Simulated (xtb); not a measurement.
Si(F)(OH) (FHOSi), SMILES [Si](F)O (connectivity only; charge and spin as stated), neutral, multiplicity 1. All values are semi-empirical tight-binding results from xtb (GFN2-xTB unless named), good for trends rather than for accurate numbers. Geometry optimised at GFN2-xTB. One conformer was computed; it need not be the lowest.

Computed properties:
```json
{
  "point_group_as_xtb_finds_it": "Cs",
  "orbital_gap": "3.87 eV",
  "dipole_moment": "1.00 D",
  "zero_point_energy": "9.5 kcal/mol",
  "G − E(el) at 298.15 K (modified RRHO)": "-6.7 kcal/mol",
  "static polarisability (D4 model)": "41.1 bohr³",
  "solvation energy, GFN2-xTB/ALPB(water)": "-2.1 kcal/mol",
  "solvation energy, GFN2-xTB/ALPB(ether)": "-1.6 kcal/mol"
}
```
